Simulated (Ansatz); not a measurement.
A made-up structure of SiHSO₂ (charge -1), singlet:

```csv
atom,x (Å),y (Å),z (Å)
O1,0.9516,0.7080,1.3548
Si2,0.3254,-0.3936,0.2873
O3,0.3186,-1.7815,-0.1054
S4,-0.9106,0.1385,-1.0705
H5,-0.6849,1.3285,-0.4661
```

It is relaxed with PBE-D4/def2-SVPD and then PBE0-D4/def2-TZVPD (Ansatz 0.2.0). Atoms count as bonded within 1.22 times the sum of their covalent radii (H–H: 0.88 Å). The end point is not checked to be a true minimum.

(1) Does its bonding change? (Judge from chemistry; the calculation decides.)

Answers

(1) The calculation gives: No: no bond forms or breaks.

Where it ends: The first stage lowers the energy by 2.09 eV in 8 steps. It ends as SiHSO₂ ([O][Si]([O])[SH]), total charge -1:
```json
{"atom": "O1", "x (Å)": "0.9474", "y (Å)": "0.5528", "z (Å)": "1.3047"}
{"atom": "Si2", "x (Å)": "0.3894", "y (Å)": "-0.5033", "z (Å)": "0.3346"}
{"atom": "O3", "x (Å)": "0.5247", "y (Å)": "-2.0139", "z (Å)": "0.0822"}
{"atom": "S4", "x (Å)": "-0.9903", "y (Å)": "0.3597", "z (Å)": "-1.1049"}
{"atom": "H5", "x (Å)": "-0.8712", "y (Å)": "1.6047", "z (Å)": "-0.6166"}
```

Labels in which every atom is bracketed show which atoms are joined, not bond orders.

For scale, one of the runs: PBE0-D4/def2-TZVPD relaxation, 178 basis functions, launched by `ansatz run in.yaml --threads 2 --pin off --events-out ev --progress --plain --max-ram 4352MiB`. Hardware: 2 CPU threads of an Arm Neoverse V2, shared host. Wall time about 28 s.
